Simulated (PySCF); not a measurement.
**Antimony: a sound run and one with changed settings**

Sound run: Sb [Kr] 4d10 5s2 5p3, Sb⁺ [Kr] 4d10 5s2 5p2. Computed with PySCF 2.14 in def2-SVP with the def2 core potential (28 electrons) (4s4p2d, 26 functions), with a scalar-relativistic core potential. The sound run starts from symmetry-adapted Hartree-Fock orbitals and uses a fine grid where one is needed.

Changed run: basis STO-3G, all-electron and non-relativistic. This setting is unsound on purpose.

```csv
species,method,sound run (hartree),changed run (hartree),converged
Sb,UHF,-239.27335,-6251.36246,yes
Sb,M06-L,-240.35957,-6253.50409,yes
Sb,MN15,-239.65810,-6249.57056,yes
Sb⁺,UHF,-238.95749,-6251.13175,yes
Sb⁺,M06-L,-240.03951,-6253.23718,yes
Sb⁺,MN15,-239.32671,-6249.32586,yes
```

Ionisation energy of Sb:

```
method  sound run (eV)  changed run (eV)
   UHF           8.595             6.278
 M06-L           8.709             7.263
  MN15           9.018             6.659
```

A minimal basis cannot let orbitals breathe on ionisation and holds almost no correlation. The Hamiltonian changed with the basis, so the totals do not compare.

For comparison, NIST gives 8.608 eV between the lowest levels.
